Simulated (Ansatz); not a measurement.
Mulliken charges of CH3F3HfS, SMILES `C[S][Hf]([F])([F])[F]` from r2SCAN/def2-TZVPP in Ansatz (PBE0-D4/def2-TZVP geometry).

| atom | x (Å) | y (Å) | z (Å) | charge (e) |
| --- | --- | --- | --- | --- |
| C1 | -0.011 | -1.290 | 0.863 | -0.098 |
| S2 | 1.374 | -0.759 | -0.210 | -0.265 |
| Hf3 | 0.136 | 1.203 | -0.870 | 1.123 |
| F4 | -1.502 | 0.645 | -1.660 | -0.344 |
| F5 | 1.175 | 2.224 | -2.085 | -0.332 |
| F6 | -0.286 | 2.207 | 0.690 | -0.344 |
| H7 | -0.362 | -2.263 | 0.524 | 0.094 |
| H8 | 0.347 | -1.356 | 1.889 | 0.094 |
| H9 | -0.872 | -0.610 | 0.858 | 0.072 |

Problem. By hand: the dipole of these point charges (1 e Å = 4.8032 D).

Solution. Σ q r = (-0.050, -0.425, 0.309) e Å, of length 0.528 e Å = 2.54 D.

Problem. How does the dipole of the full density compare? (Estimate.)

Solution. Ansatz gave: (-0.129, -0.247, 0.232) e Å, 1.74 D; the point charges give 1.46 times that, at 17° from its direction.

Point charges leave out the atoms' own dipoles, such as those of lone pairs, and Mulliken's split depends on the basis, so the two needn't agree.
